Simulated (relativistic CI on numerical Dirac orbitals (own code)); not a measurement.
## Charge states of hafnium

Method of calculation: Dirac-Coulomb-Breit CI, KLI orbitals optimised for each configuration, model QED (radiative potential, 1s self-energy scaled to tabulated hydrogen-like ionisation energies), valence Slater integrals scaled by 0.9 (own radial code, finite nucleus).

Each species is treated in one configuration, given outside its closed core. Radial values are for the open shell of highest l, unscaled and averaged over j; ζ includes the Breit term. Labels give the leading LS character, summed over repeated terms.

| Ion | Configuration | Its lowest level | LS weight (%) | g_J | g√(J(J+1)) | ⟨r⟩ (bohr) | ⟨r²⟩ (bohr²) | Next level | E (cm⁻¹) |
| --- | --- | --- | --- | --- | --- | --- | --- | --- | --- |
| Hf | 4f¹⁴5d²6s² | ³F2 | 96 | 0.679 | 1.66 | 2.591 | 8.507 | ³F3 | 1822.8 |
| Hf⁺ | 4f¹⁴5d6s² | ²D3/2 | 100 | 0.799 | 1.55 | 2.238 | 6.036 | ²D5/2 | 3239.5 |
| Hf²⁺ | 4f¹⁴5d² | ³F2 | 96 | 0.678 | 1.66 | 2.107 | 5.222 | ³F3 | 2196.8 |
| Hf³⁺ | 4f¹⁴5d | ²D3/2 | 100 | 0.799 | 1.55 | 1.931 | 4.307 | ²D5/2 | 3930.1 |
| Hf⁴⁺ | 4f¹⁴ | ¹S0 | 100 |  | 0.00 |  |  |  |  |
| Hf⁵⁺ | 4f¹³ | ²F°7/2 | 100 | 1.141 | 4.53 | 0.6411 | 0.5142 | ²F°5/2 | 13372 |
| Hf⁶⁺ | 4d¹⁰4f¹³5s²5p⁵ | ³F4 | 81 | 1.207 | 5.40 | 0.6347 | 0.5007 | ¹F3 | 522.17 |
| Hf⁷⁺ | 4d¹⁰4f¹³5s²5p⁴ | ⁴G°11/2 | 81 | 1.237 | 7.40 | 0.6285 | 0.4881 | J = 9/2 (mixed) | 1286.3 |
| Hf⁸⁺ | 4d¹⁰4f¹³5s²5p³ | J = 5 (mixed) | 45 | 1.246 | 6.83 | 0.6225 | 0.4762 | J = 2 (mixed) | 4201.1 |
| Hf⁹⁺ | 4d¹⁰4f¹³5s²5p² | J = 7/2 (mixed) | 30 | 1.151 | 4.57 | 0.6166 | 0.4648 | J = 5/2 (mixed) | 16231 |
| Hf¹⁰⁺ | 4d¹⁰4f¹²5s²5p² | ? | ? | ? | ? | ? | ? | ? | ? |
| Hf¹¹⁺ | 4d¹⁰4f¹²5s²5p | ⁴G°11/2 | 68 | 1.218 | 7.28 | 0.5937 | 0.4255 | J = 13/2 (mixed) | 5022.3 |
| Hf¹²⁺ | 4d¹⁰4f¹²5s² | ³H6 | 99 | 1.163 | 7.54 | 0.5886 | 0.4167 | ³F4 | 7863.4 |
| Hf¹³⁺ | 4d¹⁰4f¹¹5s² | ⁴I°15/2 | 96 | 1.193 | 9.53 | 0.5736 | 0.3932 | ⁴I°13/2 | 11912 |
| Hf¹⁴⁺ | 4d¹⁰4f¹¹5s | ⁵I°8 | 97 | 1.244 | 10.56 | 0.568 | 0.3841 | ⁵I°7 | 7732.7 |
| Hf¹⁵⁺ | 4d¹⁰4f¹¹ | ⁴I°15/2 | 96 | 1.193 | 9.53 | 0.5621 | 0.3746 | ⁴I°13/2 | 12256 |
| Hf¹⁶⁺ | 4d¹⁰4f¹⁰ | ⁵I8 | 89 | 1.234 | 10.47 | 0.5493 | 0.3561 | ⁵I7 | 11610 |
| Hf¹⁷⁺ | 4d¹⁰4f⁹ | ⁶H°15/2 | 86 | 1.312 | 10.47 | 0.5375 | 0.3394 | ⁶H°13/2 | 9703.1 |
| Hf¹⁸⁺ | 4d¹⁰4f⁸ | ⁷F6 | 88 | 1.477 | 9.57 | 0.5263 | 0.3242 | ⁷F5 | 6920.4 |
| Hf¹⁹⁺ | 4d¹⁰4f⁷ | ⁸S°7/2 | 90 | 1.969 | 7.82 | 0.5159 | 0.3104 | J = 7/2 (mixed) | 54900 |
| Hf²⁰⁺ | 4d¹⁰4f⁶ | ⁷F0 | 65 |  | 0.00 | 0.5061 | 0.2977 | ⁷F1 | 3888.6 |
| Hf²¹⁺ | 4d¹⁰4f⁵ | ⁶H°5/2 | 78 | 0.362 | 1.07 | 0.4968 | 0.286 | ⁶H°7/2 | 7145.6 |
| Hf²²⁺ | 4d¹⁰4f⁴ | ⁵I4 | 85 | 0.630 | 2.82 | 0.488 | 0.2752 | ⁵I5 | 10716 |
| Hf²³⁺ | 4d¹⁰4f³ | ⁴I°9/2 | 85 | 0.754 | 3.75 | 0.4796 | 0.2652 | ⁴I°11/2 | 15757 |

Task: Fill in the row of Hf¹⁰⁺.

Result: Its lowest level J = 6 (mixed); LS weight (%) 35; g_J 1.174; g√(J(J+1)) 7.61; ⟨r⟩ (bohr) 0.5988; ⟨r²⟩ (bohr²) 0.4345; Next level J = 4 (mixed); E (cm⁻¹) 7614.6.

With one configuration, terms of near-neutral atoms and ions can be 10 to 25 % off, and close levels can change places.
